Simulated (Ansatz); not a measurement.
Calculated with Ansatz (gas phase, PBE0-D4/def2-TZVP geometries, no zero-point term in ΔE). CCSD(T)/CBS adds triple-zeta CCSD(T) − MP2 to the extrapolated MP2 energy (def2 sets, frozen cores). This one scheme is used for every species. Functionals use def2-TZVPP. B3LYP here is the variant with VWN-RPA as its local correlation; programs differ in this. For Se outer-core shells are correlated without core-valence functions, which leaves a few kJ/mol of doubt a bond. Scalar relativity is left out up to krypton. Each species was taken in one conformer, which may not be the lowest.

Consider the ligand exchange at the Si–S bond: `CO[Si](F)(S)Cl` + H₂Se → `CO[Si](F)(Cl)[SeH]` + H₂S.

```json
{"level": "PBE0-D4", "ΔE (kJ/mol)": "3.1"}
{"level": "ωB97X-V", "ΔE (kJ/mol)": "4.0"}
{"level": "PBE0", "ΔE (kJ/mol)": "3.4"}
{"level": "B3LYP", "ΔE (kJ/mol)": "3.7"}
{"level": "HF/def2-TZVPP", "ΔE (kJ/mol)": "4.8"}
{"level": "MP2/def2-TZVPP", "ΔE (kJ/mol)": "1.8"}
{"level": "CCSD/def2-TZVPP", "ΔE (kJ/mol)": "2.8"}
{"level": "CCSD/CBS(def2)", "ΔE (kJ/mol)": "0.8"}
```

(1) What does CCSD(T)/CBS give? (Estimate.)

Largest T1 diagnostic among the species: 0.011.

Answers

(1) The calculation gave: +0.9 kJ/mol. The listed levels differ from it by 2.2, 3.1, 2.5, 2.8, 3.9, 0.9, 1.9, -0.1 kJ/mol.
